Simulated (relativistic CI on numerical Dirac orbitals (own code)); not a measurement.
# Nb2+ (4d3) in a crystal field

Calculated by Dirac-Coulomb-Breit CI, separate exchange-only KLI orbitals for each configuration, a model potential for QED, valence Slater integrals scaled by 0.8, one configuration in a parametric crystal field (own radial code).

Field parameters in Wybourne normalisation: D3d B²₀ = −7Dσ, B⁴₀ = −14Dq − 21Dτ, B⁴₃ = −14√(10/7) Dq; Td as Oh with Dq negative (B⁴₀ = 21Dq, B⁴₄ = √(5/14) B⁴₀). The field is a parameter set, without covalency.

S and J are read from ⟨S²⟩ = S(S + 1) and ⟨J²⟩ = J(J + 1) of each level; they are not fictitious spins.

Td, 10Dq = -6700 cm⁻¹, the lowest 16 levels:

```tsv
E (cm⁻¹)	Degeneracy	Irrep	S	J
0.0	4	Γ8	1.49	2.65
136	2	Γ7	1.50	2.83
661	4	Γ8	1.50	3.68
1027	2	Γ6	1.50	4.20
4541	4	Γ8	0.54	3.96
6171	2	Γ7	1.49	3.21
6191	4	Γ8	1.48	3.32
6504	2	Γ6	1.49	3.72
6576	4	Γ8	1.49	3.87
9870	2	Γ6	0.52	4.53
10059	4	Γ8	0.52	4.36
10159	2	Γ7	0.52	3.57
10665	4	Γ8	0.54	4.13
12636	2	Γ6	0.74	2.25
12767	4	Γ8	0.92	2.69
13129	4	Γ8	1.46	3.64
```

Td, 10Dq = -8500 cm⁻¹, the lowest 16 levels:

```csv
E (cm⁻¹),Degeneracy,Irrep,S,J
0.0,4,Γ8,1.47,2.74
175,2,Γ7,1.50,2.84
688,4,Γ8,1.50,3.68
1047,2,Γ6,1.50,4.18
2891,4,Γ8,0.57,3.93
7844,4,Γ8,1.45,3.35
7854,2,Γ7,1.47,3.21
8185,2,Γ6,1.47,3.74
8261,4,Γ8,1.49,3.83
9888,2,Γ6,0.57,4.56
10070,4,Γ8,0.53,4.40
10257,2,Γ7,0.55,3.58
10743,4,Γ8,0.59,4.05
12947,2,Γ6,0.56,2.46
13226,4,Γ8,0.63,2.93
15393,2,Γ6,1.47,1.20
```

D3d, 10Dq = 29450, Dσ = 760, Dτ = 410 cm⁻¹, the lowest 10 levels:

```tsv
E (cm⁻¹)	Degeneracy	Irrep	S	J
0.0	2	Γ5+Γ6	1.50	3.46
2.4	2	Γ4	1.50	3.46
8340	2	Γ5+Γ6	0.50	3.74
8857	2	Γ4	0.50	3.98
11391	2	Γ4	0.50	3.76
11423	2	Γ5+Γ6	0.50	4.12
11509	2	Γ4	0.50	3.89
17933	2	Γ4	0.50	3.54
20386	2	Γ4	0.50	3.77
20684	2	Γ5+Γ6	0.50	3.58
```

Principal g values of the ground doublet: 0.00, 0.00, 5.86.

The free-ion ground term has S = 3/2. Every field shown keeps that spin.

Levels of this model without a field, named by their leading LS term (the scale mimics covalency, so terms lie below those of the real free ion): 4F_3/2 0, 4F_5/2 449, 4F_7/2 1034, 4F_9/2 1725, 4P_1/2 8959, 4P_3/2 9049, 2G_7/2 9596, 4P_5/2 9700 cm⁻¹.
